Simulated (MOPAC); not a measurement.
MOPAC input (AM1):

```
AM1 FORCE THERMO(298,298) PRECISE LET UHF MS=0.5 GEO-OK AUX(PRECISION=9) THREADS=1
C4H11Si

C    -0.69985148 1   -1.41708360 1    0.50382051 1
C     0.18825586 1   -0.24408758 1    0.16801244 1
C     0.68869187 1    0.42950981 1    1.42298158 1
C     1.33937427 1   -0.67695477 1   -0.70662185 1
Si   -0.79390979 1    0.95228552 1   -0.75527965 1
H    -1.09821672 1   -1.88637056 1   -0.42923741 1
H    -1.56081358 1   -1.08883483 1    1.13651539 1
H    -0.12951541 1   -2.19584092 1    1.06834133 1
H     1.30619480 1   -0.27800347 1    2.03013900 1
H     1.32378243 1    1.31340896 1    1.16817531 1
H    -0.16826898 1    0.77140450 1    2.05407073 1
H     1.98452421 1    0.19774376 1   -0.96735533 1
H     1.97330702 1   -1.43289509 1   -0.18020445 1
H     0.96101820 1   -1.13854005 1   -1.65177219 1
H    -0.04865962 1    2.08886137 1   -1.28362173 1
H    -2.03272283 1    1.36759810 1   -0.10782217 1
```

From the output:

```
     H   16   0.007412   0.001469   0.168144   2.916112

          HEAT OF FORMATION =      -4.126673 KCALS/MOLE

          ZERO POINT ENERGY      85.004 KCAL/MOL

           NORMAL COORDINATE ANALYSIS (Total motion = 1 Angstrom)

   Root No.       1         2         3         4         5         6         7         8

                 1 A"      2 A"      3 A"      1 A'      2 A'      4 A"      3 A'      5 A"

                  53.8      91.2     130.6     136.3     208.5     216.2     362.1     400.0

           1   -0.0035    0.0023    0.0041   -0.0048    0.0129    0.0225   -0.0053   -0.0282
           2    0.0151   -0.0049    0.0014   -0.0040    0.0035   -0.0321   -0.0190   -0.0269
           3   -0.0025    0.0015    0.0022    0.0050   -0.0325   -0.0398   -0.0350    0.0024
           4   -0.0042    0.0026    0.0045   -0.0053    0.0140    0.0242   -0.0079   -0.0305
           5    0.0016   -0.0010   -0.0017   -0.0102    0.0247   -0.0092    0.0142    0.0116
           6   -0.0024    0.0015    0.0026    0.0024   -0.0080    0.0139    0.0231   -0.0175
           7    0.0081   -0.0018    0.0037   -0.0016   -0.0164    0.0199    0.0196    0.0404
           8   -0.0031    0.0007   -0.0014   -0.0103    0.0341   -0.0076    0.0008   -0.0154
           9    0.0046   -0.0010    0.0021   -0.0040    0.0512    0.0115   -0.0337    0.0232
          10   -0.0110    0.0045    0.0024   -0.0043    0.0225   -0.0064    0.0193    0.0058
          11   -0.0096    0.0023   -0.0039   -0.0042   -0.0002    0.0259   -0.0284    0.0355
          12   -0.0059    0.0025    0.0015    0.0053   -0.0270    0.0490   -0.0209   -0.0153
          13    0.0128   -0.0034   -0.0062    0.0071   -0.0139   -0.0243   -0.0157   -0.0030
          14   -0.0049    0.0013    0.0024    0.0116   -0.0241    0.0093    0.0217    0.0011
          15    0.0074   -0.0020   -0.0036   -0.0046    0.0081   -0.0140    0.0418   -0.0017
          16   -0.0132    0.0062    0.0006   -0.0131    0.0279    0.0456    0.0287    0.0102
          17    0.0193   -0.0033   -0.0011   -0.0061   -0.0038   -0.0404   -0.0321   -0.0430
          18   -0.0152   -0.0803    0.1044    0.1464    0.0043   -0.0625   -0.0551    0.0148
          19    0.0008    0.0005    0.0081   -0.0019    0.0240    0.0483    0.0247   -0.0625
          20    0.0290    0.0625   -0.0830   -0.1196   -0.0402   -0.0359   -0.0361   -0.0481
          21    0.0045    0.0455   -0.0536   -0.0703   -0.0657   -0.0542   -0.0604    0.0052
          22    0.0008    0.0006    0.0043    0.0002   -0.0117   -0.0242   -0.0681   -0.0346
          23    0.0075   -0.0785    0.0930    0.1226    0.0384   -0.0452   -0.0285   -0.0389
          24    0.0035    0.0391   -0.0454   -0.0588   -0.0617   -0.0537   -0.0587    0.0057
          25    0.0033   -0.1299   -0.0836    0.0017   -0.0444    0.0436    0.0522    0.0602
          26   -0.0013    0.0495    0.0319   -0.0047   -0.0118   -0.0166    0.0537   -0.0229
          27    0.0019   -0.0746   -0.0480   -0.0062    0.0696    0.0251   -0.0554    0.0346
          28    0.0083    0.0018    0.0061   -0.0017   -0.0163    0.0194    0.0199    0.0427
          29   -0.0128    0.0050    0.0012   -0.0144    0.0637   -0.0069   -0.0322   -0.0941
          30    0.0153    0.1524    0.1072   -0.0058    0.0704   -0.0171   -0.0571    0.0516
          31    0.0215    0.1167    0.0850   -0.0023   -0.0161   -0.0029    0.0207    0.1040
          32    0.0015   -0.0502   -0.0359   -0.0142    0.0636    0.0006   -0.0325    0.0382
          33    0.0018   -0.0844   -0.0549   -0.0062    0.0705    0.0266   -0.0567    0.0326
          34   -0.0112    0.0033    0.0040   -0.0064    0.0219   -0.0064    0.0196    0.0066
          35   -0.0251   -0.0640    0.0784   -0.1178   -0.0394    0.0199   -0.0342    0.0694
          36   -0.0105   -0.0433    0.0606   -0.0729   -0.0670    0.0782   -0.0633   -0.0373
          37   -0.0009    0.0712   -0.0819    0.1091    0.0721   -0.0271    0.0552    0.0122
          38   -0.0075    0.0511   -0.0634    0.0812    0.0064    0.0647   -0.0755    0.0474
          39   -0.0035    0.0021    0.0009    0.0037   -0.0136    0.0243    0.0121   -0.0186
          40   -0.0265   -0.0586    0.0820   -0.1125   -0.0152   -0.0115    0.0160    0.0374
          41   -0.0042    0.0233   -0.0304    0.0318    0.0127    0.0274   -0.0273    0.0249
          42   -0.0076    0.0502   -0.0570    0.0893   -0.0205    0.0820   -0.0624    0.0125
          43    0.0559   -0.0053   -0.0070    0.0103   -0.0233   -0.0314   -0.0171    0.0080
          44    0.3491   -0.0089    0.0042    0.0301   -0.0791    0.0034    0.0125    0.0328
          45   -0.1389   -0.0069   -0.0195    0.0016   -0.0090   -0.1021    0.0424    0.0791
          46   -0.2686   -0.0027   -0.0198    0.0107   -0.0256   -0.0924   -0.0204    0.0475
          47   -0.2680    0.0120    0.0061    0.0300   -0.0782    0.0439    0.0138   -0.0540
          48    0.0167    0.0024    0.0041    0.0018   -0.0103    0.0310    0.0405   -0.0472

   Root No.       9        10        11        12        13        14        15        16

                 4 A'      5 A'      6 A"      6 A'      7 A'      7 A"      8 A'      9 A'

                 400.8     462.3     550.0     638.8     792.3    1001.4    1003.0    1009.3

           1   -0.0153    0.0130    0.0253   -0.0313    0.0049   -0.0016    0.0532    0.0065
           2    0.0326   -0.0129    0.0022    0.0045    0.0005    0.0226    0.0094   -0.0209
           3   -0.0260    0.0064   -0.0042    0.0072    0.0010   -0.0096    0.0167   -0.0093
           4   -0.0167    0.0121    0.0209   -0.0300    0.0003    0.0004   -0.0054   -0.0024
           5   -0.0296    0.0235   -0.0080    0.0413    0.0019   -0.0002    0.0089   -0.0058
           6    0.0093   -0.0054    0.0120    0.0796    0.0007    0.0002    0.0153    0.0003
           7   -0.0165    0.0092   -0.0066    0.0061    0.0006    0.0222   -0.0305   -0.0059
           8   -0.0273    0.0245    0.0025    0.0274    0.0025   -0.0085   -0.0459    0.0272
           9    0.0105    0.0002   -0.0038    0.0076    0.0007    0.0127    0.0225    0.0284
          10    0.0425   -0.0163    0.0046    0.0079   -0.0023   -0.0197   -0.0270   -0.0059
          11    0.0106   -0.0018   -0.0136   -0.0104    0.0032   -0.0144    0.0401   -0.0162
          12    0.0073   -0.0104    0.0214    0.0297   -0.0031   -0.0027   -0.0294   -0.0164
          13   -0.0027   -0.0119   -0.0250    0.0170    0.0115    0.0001   -0.0001   -0.0006
          14   -0.0071   -0.0310    0.0095   -0.0219   -0.0044   -0.0000    0.0003   -0.0012
          15    0.0000    0.0002   -0.0143   -0.0441   -0.0230    0.0001    0.0004    0.0003
          16   -0.0736    0.0500    0.0174    0.0147    0.0104    0.1283    0.1087   -0.1089
          17    0.0570   -0.0283    0.0056   -0.0127   -0.0018   -0.0340   -0.0133    0.0271
          18   -0.0509    0.0157   -0.0149   -0.0295   -0.0006    0.0165   -0.0160    0.0137
          19    0.0469   -0.0163    0.0495    0.0163    0.0047   -0.1206    0.1052    0.0225
          20    0.0651   -0.0316    0.0074   -0.0165   -0.0025   -0.0358   -0.0057    0.0311
          21   -0.0352    0.0086   -0.0129   -0.0293   -0.0009    0.0136   -0.0198    0.0156
          22   -0.0210    0.0056    0.0096   -0.1382   -0.0007   -0.0124   -0.0183    0.1033
          23    0.0494   -0.0253    0.0056   -0.0141   -0.0024   -0.0344   -0.0045    0.0273
          24   -0.0373    0.0095   -0.0132   -0.0315    0.0001    0.0148   -0.0092    0.0135
          25   -0.0207    0.0066   -0.0192    0.0650   -0.0023   -0.0331    0.0274    0.0930
          26   -0.0342    0.0202    0.0073    0.1232   -0.0020    0.0126    0.0466    0.1817
          27    0.0134    0.0020   -0.0110   -0.0314    0.0028   -0.0190   -0.0168   -0.0413
          28   -0.0166    0.0092   -0.0077    0.0065    0.0004    0.0154   -0.0281   -0.0045
          29   -0.0245    0.0282    0.0373   -0.0244    0.0053    0.1393   -0.1233   -0.0684
          30    0.0128    0.0019   -0.0132   -0.0310    0.0035   -0.0208   -0.0247   -0.0454
          31   -0.0167    0.0098   -0.0323    0.0093   -0.0001   -0.0827   -0.0346    0.0016
          32   -0.0245    0.0280   -0.0220   -0.0254    0.0055   -0.1137   -0.1209   -0.0707
          33    0.0128    0.0023   -0.0098   -0.0294    0.0032   -0.0178   -0.0284   -0.0419
          34    0.0443   -0.0172    0.0038    0.0084   -0.0022   -0.0138   -0.0249   -0.0041
          35    0.0661   -0.0313   -0.0277   -0.0136    0.0002    0.0871    0.0440    0.0412
          36   -0.0367    0.0081    0.0435   -0.0337   -0.0049   -0.0908   -0.0946    0.0003
          37    0.0621   -0.0225   -0.0097    0.0664   -0.0011    0.0249    0.0114   -0.0332
          38    0.0178   -0.0146   -0.0056   -0.0922   -0.0023    0.0296   -0.0158    0.0793
          39    0.0104   -0.0066    0.0131    0.0860   -0.0001   -0.0076    0.0078   -0.0648
          40    0.0953   -0.0447   -0.0083    0.0111   -0.0042    0.0761   -0.0330    0.0421
          41   -0.0074    0.0077   -0.0091   -0.0114    0.0037   -0.0439    0.0407   -0.0305
          42    0.0461   -0.0386    0.0201   -0.0315   -0.0090    0.1008   -0.0974    0.1004
          43    0.0161    0.0399    0.0180    0.0156    0.0220    0.0001   -0.0012   -0.0000
          44    0.1015    0.2682    0.1290   -0.0252   -0.0676   -0.0001   -0.0009    0.0008
          45    0.0204    0.0339    0.2678   -0.0442    0.4471    0.0000   -0.0080    0.0039
          46    0.0308    0.0979    0.1482    0.0159   -0.3909    0.0001    0.0061   -0.0027
          47    0.0959    0.2461   -0.1924   -0.0252    0.0897    0.0000   -0.0037    0.0018
          48    0.0289    0.0672   -0.1723   -0.0440    0.2100    0.0001   -0.0037    0.0024

   Root No.      17        18        19        20        21        22        23        24

                 8 A"     10 A'      9 A"     11 A'     12 A'     10 A"     13 A'     11 A"

                1011.0    1046.3    1046.8    1243.3    1376.6    1379.9    1383.6    1385.7

           1    0.0192    0.0147   -0.0209    0.0220   -0.0112   -0.0118   -0.0087   -0.0141
           2   -0.0039   -0.0223   -0.0252   -0.0139   -0.0165   -0.0024   -0.0118    0.0143
           3   -0.0315    0.0244   -0.0082   -0.0246    0.0017   -0.0162    0.0127    0.0027
           4   -0.0059   -0.0063    0.0101   -0.0274    0.0291    0.0368    0.0188    0.0301
           5    0.0022   -0.0103   -0.0038    0.0423    0.0508   -0.0140    0.0309   -0.0115
           6   -0.0034    0.0042    0.0058    0.0758   -0.0170    0.0211   -0.0122    0.0173
           7   -0.0132    0.0166    0.0298    0.0041   -0.0146   -0.0111    0.0011   -0.0184
           8    0.0050    0.0185   -0.0113   -0.0267   -0.0165    0.0042   -0.0202    0.0070
           9   -0.0076   -0.0166    0.0171   -0.0249    0.0144   -0.0064   -0.0153   -0.0105
          10   -0.0157   -0.0358   -0.0008    0.0042   -0.0059   -0.0156   -0.0129   -0.0103
          11    0.0026   -0.0031    0.0335   -0.0071   -0.0185    0.0128   -0.0101   -0.0050
          12    0.0335   -0.0046   -0.0043   -0.0349    0.0048    0.0005    0.0103   -0.0168
          13   -0.0014    0.0000   -0.0005    0.0014    0.0000   -0.0004   -0.0000   -0.0003
          14    0.0005    0.0001    0.0002   -0.0019   -0.0000    0.0001    0.0001    0.0001
          15   -0.0008    0.0000   -0.0003   -0.0037   -0.0001   -0.0002    0.0001   -0.0002
          16   -0.0102   -0.0846   -0.1505   -0.0345   -0.0359   -0.0054   -0.0143   -0.0466
          17    0.0050    0.0211    0.0299    0.0093    0.0024   -0.0077    0.0022    0.0216
          18    0.0484   -0.0288    0.0121    0.0425    0.0182    0.1435   -0.1026   -0.0374
          19   -0.1144    0.1759    0.0047   -0.0288    0.0003   -0.0263   -0.0293   -0.0234
          20    0.0096    0.0234    0.0283    0.0322    0.0755    0.1035   -0.0027   -0.1047
          21    0.0440   -0.0281    0.0143    0.0321    0.0506    0.0677    0.0175   -0.0636
          22    0.1831   -0.0400    0.0724    0.1486   -0.0493   -0.0954    0.0084    0.0227
          23    0.0071    0.0205    0.0254    0.0174    0.0576   -0.0361    0.1011   -0.0675
          24    0.0442   -0.0241    0.0103    0.0285   -0.0498   -0.0243   -0.0439    0.0531
          25    0.0158   -0.0342   -0.0278   -0.0667   -0.0609    0.0571    0.0369    0.1352
          26   -0.0060   -0.0622    0.0106   -0.1321   -0.1017   -0.0217    0.0510   -0.0515
```
